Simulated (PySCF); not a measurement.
C₃F₃, SMILES [C]#CC(F)(F)F, multiplicity 2. The structure is a stationary point at PBE-D3(BJ)/def2-SVP. The isomer is the one that the SMILES or the coordinates give; other isomers of the formula were not compared.

Calculation: PySCF with PBE-D3(BJ)/def2-SVP.

Harmonic wavenumbers (cm⁻¹): 100, 100, 390, 390, 531, 555, 555, 800, 1148, 1148, 1208, 2206. Rotational constants (GHz): 5.581, 3.036, 3.036; symmetry number 3.

Q: Work out the zero-point energy and the ideal-gas rigid-rotor harmonic-oscillator thermochemistry at 298.15 K and 1 atm.

A: ZPE = ½ Σ hcν = ½ × 9128 cm⁻¹ = 54.60 kJ/mol. H − E(el) = 71.92 kJ/mol. Entropy in J/(mol K): translation 165.28, rotation 100.65, vibration 45.68, spin 5.76, total 317.37. G − E(el) = -22.71 kJ/mol. Cp = 82.06 J/(mol K). Modes under 150 cm⁻¹ make the vibrational entropy uncertain.
